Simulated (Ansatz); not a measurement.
H4B, charge -1, singlet, geometry from GFN2-xTB (a gas-phase anion, which may not be bound at this level).

Ansatz (a program for electronic structure) was given this input:
Ansatz 0.2 input:
```yaml
crystal:
  periodic: [false, false, false]
  atoms:
    - {symbol: B, position_ang: [0.00000000, 0.00000000, 0.00000000]}
    - {symbol: H, position_ang: [-0.78935573, -0.82329958, -0.45703408]}
    - {symbol: H, position_ang: [0.16226976, -0.21027872, 1.19968171]}
    - {symbol: H, position_ang: [-0.45033333, 1.13195784, -0.16017538]}
    - {symbol: H, position_ang: [1.07741931, -0.09837954, -0.58247225]}
basis:
  gaussian:
    orbitals: 6-31G*
hamiltonian:
  xc: blyp
total_charge: -1
```

**Question.** What is the computed number of basis functions (BLYP/6-31G* in Ansatz)?

**Answer.** 23

**Question.** Give the total energy at the level BLYP/6-31G*.

**Answer.** -27.1995 Eh

A gas-phase anion may not be bound at this level; its values then depend on the basis.
